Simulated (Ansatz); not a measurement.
```yaml
crystal:
  periodic: [false, false, false]
  atoms:
    - {symbol: F, position_ang: [0.048020, -1.836129, -0.738805]}
    - {symbol: Zr, position_ang: [-0.251523, 0.042656, -0.485822]}
    - {symbol: S, position_ang: [0.757607, 0.705303, 1.683512]}
    - {symbol: Cl, position_ang: [-2.589375, 0.351418, -0.177981]}
    - {symbol: Cl, position_ang: [0.429915, 1.383158, -2.286059]}
    - {symbol: H, position_ang: [1.318596, -0.638711, 1.825242]}
basis:
  gaussian: {orbitals: x2c-TZVPPall, point_charges: [{charge: 1.00, position_ang: [4.655, -0.219, 0.607]}]}
hamiltonian: {xc: {name: PBE0}, dispersion: d2}
```

```sh
$ ansatz run in.yaml --threads 4 --pin off --events-out ev --progress --plain --max-ram 10444MiB
```

(1) How does Ansatz answer? (Estimate.)

## Answers

(1) The calculation gave: The input was rejected before any iteration.
```
Error: YAML parse error: error: line 12 column 45: hamiltonian.dispersion: `d2` is not `none`, `rvv10`, `d3bj`, `d3bjatm`, `d4` or a map `{method: …, s8: …, a1: …, a2_bohr: …}` (numbers without units, a2 in bohr) or `{method: …, functional: …}`
10 | basis:
11 |   gaussian: {orbitals: x2c-TZVPPall, point_charges: [{charge: 1.00, position_ang: [4.655, -0.219, 0.607]}]}
12 | hamiltonian: {xc: {name: PBE0}, dispersion: d2}
```
